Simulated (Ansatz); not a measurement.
C₂H₇FSi₂, SMILES `C=C[SiH2][SiH2]F` from Hartree–Fock to CCSD(T)

| atom | x (Å) | y (Å) | z (Å) |
| --- | --- | --- | --- |
| C1 | 2.1543 | 0.3552 | -0.7811 |
| C2 | 1.2552 | 0.5576 | 0.1787 |
| Si3 | -0.5625 | 0.7904 | -0.1512 |
| Si4 | -1.6901 | -1.1181 | 0.6179 |
| F5 | -3.2828 | -0.9281 | 0.5017 |
| H6 | 3.2067 | 0.1979 | -0.5618 |
| H7 | 1.8775 | 0.3429 | -1.8316 |
| H8 | 1.5989 | 0.5596 | 1.2122 |
| H9 | -1.0853 | 1.9877 | 0.5638 |
| H10 | -0.7777 | 0.9588 | -1.6145 |
| H11 | -1.3206 | -2.3168 | -0.1811 |
| H12 | -1.3735 | -1.3872 | 2.0469 |

Total charge 0; spin multiplicity 1. Geometry: relaxed with PBE0-D4/def2-TZVP. It is one conformer, not always the lowest. Frozen core, restricted reference, the Gaussian-basis code of Ansatz. CBS rows extrapolate triple and quadruple zeta; past MP2 they add the triple-zeta difference.

| basis | HF (Eh) | MP2 corr. | CCSD corr. | (T) | CCSD(T) total |
| --- | --- | --- | --- | --- | --- |
| def2-TZVPP | -757.25184 | -0.81767 | -0.87260 | -0.03264 | -758.15708 |
| def2-QZVPP | -757.27842 | -0.88154 | – | – | – |
| CBS(def2) | -757.28208 | -0.92884 | -0.98377 | as TZ | -758.29849 |
